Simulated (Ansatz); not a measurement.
Ansatz (a program for electronic structure) input (B3LYP-D3(BJ)/def2-TZVP):

Ansatz 0.2 input:
```yaml
crystal:
  periodic: [false, false, false]
  atoms:
    - {symbol: C, position_ang: [0.65621067, -0.39687436, -0.52853236]}
    - {symbol: O, position_ang: [1.45421775, -0.89632698, -1.19815755]}
    - {symbol: C, position_ang: [-0.22869355, 0.23702582, 0.34198040]}
    - {symbol: O, position_ang: [0.27629136, 0.80648481, 1.33365768]}
    - {symbol: C, position_ang: [-1.69940992, 0.18755114, 0.02569503]}
    - {symbol: H, position_ang: [-1.90612884, -0.36571321, -0.89199072]}
    - {symbol: H, position_ang: [-2.22863414, -0.28754463, 0.85369269]}
    - {symbol: H, position_ang: [-2.07795303, 1.20577954, -0.08056141]}
basis:
  gaussian:
    orbitals: def2-TZVP
hamiltonian:
  xc: b3lyp
  dispersion: d3bj
magnetization: {spin_polarized: true, initial_magnetization: 1}
phonons: {temperatures: {t_min: 298.15, t_max: 298.15, t_step: 100}}
```

Output:

```
Functional definition: B3LYP
integrals: 0.07 GiB planned
974 factors; their error is unknown
mean field: 0.92 GiB planned
mean field evaluation 1: about -7246.6186 eV, gradient 4.7e1 eV
mean field evaluation 2: about -7209.9841 eV, gradient 1.0e2 eV
mean field evaluation 4: about -7254.6752 eV, gradient 1.1e1 eV
mean field evaluation 8: about -7255.0548 eV, gradient 2.6e-1 eV
mean field evaluation 16: about -7255.0629 eV, gradient 4.7e-3 eV
mean field -7255.06289412 eV, -266.6186437008 hartree, gradient 7.9e-5 eV, S^2 0.757544; 0 other end points of the search recorded, 0 dependent functions left out
the calculation of the forces begins
reference -7255.06312561 eV, -266.6186522077 hartree; 19, 18 occupied and 154, 155 virtual orbitals, 974 factors
these checks for a lower state are left out or cut short: stability, starts, cluster_reference, orbital_swaps, neighbouring_geometries, increment
integrals: 0.07 GiB planned
974 factors; their error is unknown
mean field: 0.92 GiB planned
mean field -7255.06263970 eV, -266.6186343508 hartree, gradient 2.9e-6 eV, S^2 0.757587; 0 other end points of the search recorded, 0 dependent functions left out
the calculation of the forces begins
reference -7255.06287111 eV, -266.6186428550 hartree; 19, 18 occupied and 154, 155 virtual orbitals, 974 factors
these checks for a lower state are left out or cut short: stability, starts, cluster_reference, orbital_swaps, neighbouring_geometries, increment
integrals: 0.07 GiB planned
974 factors; their error is unknown
mean field: 0.92 GiB planned
mean field evaluation 32: about -7255.0624 eV, gradient 3.0e-1 eV
mean field -7255.06266688 eV, -266.6186353498 hartree, gradient 2.9e-6 eV, S^2 0.757500; 0 other end points of the search recorded, 0 dependent functions left out
the calculation of the forces begins
reference -7255.06289844 eV, -266.6186438594 hartree; 19, 18 occupied and 154, 155 virtual orbitals, 974 factors
these checks for a lower state are left out or cut short: stability, starts, cluster_reference, orbital_swaps, neighbouring_geometries, increment
integrals: 0.07 GiB planned
974 factors; their error is unknown
mean field: 0.92 GiB planned
mean field -7255.06280534 eV, -266.6186404380 hartree, gradient 1.9e-6 eV, S^2 0.757520; 0 other end points of the search recorded, 0 dependent functions left out
the calculation of the forces begins
reference -7255.06303687 eV, -266.6186489467 hartree; 19, 18 occupied and 154, 155 virtual orbitals, 974 factors
these checks for a lower state are left out or cut short: stability, starts, cluster_reference, orbital_swaps, neighbouring_geometries, increment
integrals: 0.07 GiB planned
974 factors; their error is unknown
mean field: 0.92 GiB planned
mean field -7255.06274931 eV, -266.6186383789 hartree, gradient 2.0e-6 eV, S^2 0.757567; 0 other end points of the search recorded, 0 dependent functions left out
the calculation of the forces begins
reference -7255.06298074 eV, -266.6186468841 hartree; 19, 18 occupied and 154, 155 virtual orbitals, 974 factors
these checks for a lower state are left out or cut short: stability, starts, cluster_reference, orbital_swaps, neighbouring_geometries, increment
integrals: 0.07 GiB planned
974 factors; their error is unknown
mean field: 0.92 GiB planned
mean field -7255.06268794 eV, -266.6186361237 hartree, gradient 2.8e-6 eV, S^2 0.757507; 0 other end points of the search recorded, 0 dependent functions left out
the calculation of the forces begins
reference -7255.06291947 eV, -266.6186446322 hartree; 19, 18 occupied and 154, 155 virtual orbitals, 974 factors
these checks for a lower state are left out or cut short: stability, starts, cluster_reference, orbital_swaps, neighbouring_geometries, increment
integrals: 0.07 GiB planned
[...]
reference -7255.06308756 eV, -266.6186508096 hartree; 19, 18 occupied and 154, 155 virtual orbitals, 974 factors
these checks for a lower state are left out or cut short: stability, starts, cluster_reference, orbital_swaps, neighbouring_geometries, increment
integrals: 0.07 GiB planned
974 factors; their error is unknown
mean field: 0.92 GiB planned
mean field -7255.06272386 eV, -266.6186374438 hartree, gradient 2.9e-6 eV, S^2 0.757549; 0 other end points of the search recorded, 0 dependent functions left out
the calculation of the forces begins
reference -7255.06295535 eV, -266.6186459509 hartree; 19, 18 occupied and 154, 155 virtual orbitals, 974 factors
these checks for a lower state are left out or cut short: stability, starts, cluster_reference, orbital_swaps, neighbouring_geometries, increment
integrals: 0.07 GiB planned
974 factors; their error is unknown
mean field: 0.92 GiB planned
mean field -7255.06271423 eV, -266.6186370899 hartree, gradient 2.9e-6 eV, S^2 0.757538; 0 other end points of the search recorded, 0 dependent functions left out
the calculation of the forces begins
reference -7255.06294571 eV, -266.6186455966 hartree; 19, 18 occupied and 154, 155 virtual orbitals, 974 factors
these checks for a lower state are left out or cut short: stability, starts, cluster_reference, orbital_swaps, neighbouring_geometries, increment
integrals: 0.07 GiB planned
974 factors; their error is unknown
mean field: 0.92 GiB planned
mean field evaluation 160: about -7255.0625 eV, gradient 3.0e-1 eV
mean field -7255.06272298 eV, -266.6186374115 hartree, gradient 3.1e-6 eV, S^2 0.757543; 0 other end points of the search recorded, 0 dependent functions left out
the calculation of the forces begins
reference -7255.06295449 eV, -266.6186459193 hartree; 19, 18 occupied and 154, 155 virtual orbitals, 974 factors
these checks for a lower state are left out or cut short: stability, starts, cluster_reference, orbital_swaps, neighbouring_geometries, increment
integrals: 0.07 GiB planned
974 factors; their error is unknown
mean field: 0.92 GiB planned
mean field -7255.06276419 eV, -266.6186389259 hartree, gradient 3.1e-6 eV, S^2 0.757544; 0 other end points of the search recorded, 0 dependent functions left out
the calculation of the forces begins
reference -7255.06299565 eV, -266.6186474320 hartree; 19, 18 occupied and 154, 155 virtual orbitals, 974 factors
these checks for a lower state are left out or cut short: stability, starts, cluster_reference, orbital_swaps, neighbouring_geometries, increment
integrals: 0.07 GiB planned
974 factors; their error is unknown
mean field: 0.92 GiB planned
mean field -7255.06278601 eV, -266.6186397275 hartree, gradient 2.9e-6 eV, S^2 0.757545; 0 other end points of the search recorded, 0 dependent functions left out
the calculation of the forces begins
reference -7255.06301744 eV, -266.6186482327 hartree; 19, 18 occupied and 154, 155 virtual orbitals, 974 factors
these checks for a lower state are left out or cut short: stability, starts, cluster_reference, orbital_swaps, neighbouring_geometries, increment
integrals: 0.07 GiB planned
974 factors; their error is unknown
mean field: 0.92 GiB planned
mean field -7255.06280362 eV, -266.6186403747 hartree, gradient 2.9e-6 eV, S^2 0.757542; 0 other end points of the search recorded, 0 dependent functions left out
the calculation of the forces begins
reference -7255.06303515 eV, -266.6186488834 hartree; 19, 18 occupied and 154, 155 virtual orbitals, 974 factors
these checks for a lower state are left out or cut short: stability, starts, cluster_reference, orbital_swaps, neighbouring_geometries, increment
integrals: 0.07 GiB planned
974 factors; their error is unknown
mean field: 0.92 GiB planned
mean field evaluation 192: about -7255.0629 eV, gradient 4.3e-3 eV
mean field -7255.06286064 eV, -266.6186424704 hartree, gradient 2.9e-6 eV, S^2 0.757545; 0 other end points of the search recorded, 0 dependent functions left out
the calculation of the forces begins
reference -7255.06309211 eV, -266.6186509766 hartree; 19, 18 occupied and 154, 155 virtual orbitals, 974 factors
these checks for a lower state are left out or cut short: stability, starts, cluster_reference, orbital_swaps, neighbouring_geometries, increment
integrals: 0.07 GiB planned
974 factors; their error is unknown
mean field: 0.92 GiB planned
mean field -7255.06289561 eV, -266.6186437556 hartree, gradient 2.9e-6 eV, S^2 0.757543; 0 other end points of the search recorded, 0 dependent functions left out
the calculation of the forces begins
reference -7255.06312712 eV, -266.6186522632 hartree; 19, 18 occupied and 154, 155 virtual orbitals, 974 factors
these checks for a lower state are left out or cut short: stability, starts, cluster_reference, orbital_swaps, neighbouring_geometries, increment
integrals: 0.07 GiB planned
974 factors; their error is unknown
mean field: 0.92 GiB planned
mean field -7255.06283548 eV, -266.6186415457 hartree, gradient 2.9e-6 eV, S^2 0.757542; 0 other end points of the search recorded, 0 dependent functions left out
the calculation of the forces begins
reference -7255.06306694 eV, -266.6186500518 hartree; 19, 18 occupied and 154, 155 virtual orbitals, 974 factors
these checks for a lower state are left out or cut short: stability, starts, cluster_reference, orbital_swaps, neighbouring_geometries, increment
integrals: 0.07 GiB planned
974 factors; their error is unknown
mean field: 0.92 GiB planned
mean field -7255.06288245 eV, -266.6186432720 hartree, gradient 2.9e-6 eV, S^2 0.757545; 0 other end points of the search recorded, 0 dependent functions left out
the calculation of the forces begins
reference -7255.06311396 eV, -266.6186517796 hartree; 19, 18 occupied and 154, 155 virtual orbitals, 974 factors
these checks for a lower state are left out or cut short: stability, starts, cluster_reference, orbital_swaps, neighbouring_geometries, increment
integrals: 0.07 GiB planned
974 factors; their error is unknown
mean field: 0.92 GiB planned
mean field -7255.06286091 eV, -266.6186424803 hartree, gradient 2.9e-6 eV, S^2 0.757543; 0 other end points of the search recorded, 0 dependent functions left out
the calculation of the forces begins
reference -7255.06309237 eV, -266.6186509861 hartree; 19, 18 occupied and 154, 155 virtual orbitals, 974 factors
these checks for a lower state are left out or cut short: stability, starts, cluster_reference, orbital_swaps, neighbouring_geometries, increment
integrals: 0.07 GiB planned
974 factors; their error is unknown
mean field: 0.92 GiB planned
mean field evaluation 224: about -7255.0554 eV, gradient 1.9e-4 eV
mean field -7255.06286671 eV, -266.6186426934 hartree, gradient 2.9e-6 eV, S^2 0.757544; 0 other end points of the search recorded, 0 dependent functions left out
the calculation of the forces begins
reference -7255.06309822 eV, -266.6186512014 hartree; 19, 18 occupied and 154, 155 virtual orbitals, 974 factors
these checks for a lower state are left out or cut short: stability, starts, cluster_reference, orbital_swaps, neighbouring_geometries, increment
integrals: 0.07 GiB planned
974 factors; their error is unknown
mean field: 0.92 GiB planned
mean field -7255.06283631 eV, -266.6186415761 hartree, gradient 2.9e-6 eV, S^2 0.757543; 0 other end points of the search recorded, 0 dependent functions left out
the calculation of the forces begins
reference -7255.06306783 eV, -266.6186500844 hartree; 19, 18 occupied and 154, 155 virtual orbitals, 974 factors
these checks for a lower state are left out or cut short: stability, starts, cluster_reference, orbital_swaps, neighbouring_geometries, increment
integrals: 0.07 GiB planned
974 factors; their error is unknown
mean field: 0.92 GiB planned
mean field -7255.06282213 eV, -266.6186410550 hartree, gradient 2.9e-6 eV, S^2 0.757545; 0 other end points of the search recorded, 0 dependent functions left out
the calculation of the forces begins
reference -7255.06305358 eV, -266.6186495605 hartree; 19, 18 occupied and 154, 155 virtual orbitals, 974 factors
Total energy: -7255.29738249 eV, -266.6272609892 hartree
Atom 0 at     0.656211    -0.396874    -0.528532 Å, force    -0.000140     0.000195     0.000290 eV/Å
Atom 1 at     1.454218    -0.896327    -1.198158 Å, force     0.000621    -0.000210    -0.000235 eV/Å
Atom 2 at    -0.228694     0.237026     0.341980 Å, force    -0.000823     0.000002    -0.000130 eV/Å
Atom 3 at     0.276291     0.806485     1.333658 Å, force     0.000203     0.000007     0.000043 eV/Å
Atom 4 at    -1.699410     0.187551     0.025695 Å, force    -0.000233    -0.000218    -0.000385 eV/Å
Atom 5 at    -1.906129    -0.365713    -0.891991 Å, force    -0.000148     0.000021     0.000009 eV/Å
Atom 6 at    -2.228634    -0.287545     0.853693 Å, force     0.000266     0.000162     0.000166 eV/Å
Atom 7 at    -2.077953     1.205780    -0.080561 Å, force     0.000254     0.000040     0.000242 eV/Å
Dipole moment:    -0.424735    -0.197154    -0.383637 e Å
Vibrations: 122.34 159.54 172.52 402.08 445.05 656.87 748.77 987.87 1022.42 1228.09 1400.96 1464.31 1475.50 1507.79 2143.07 3034.27 3102.50 3109.54 cm⁻¹, zero-point energy 1.437194 eV
```

It need not be the lowest isomer of its formula.
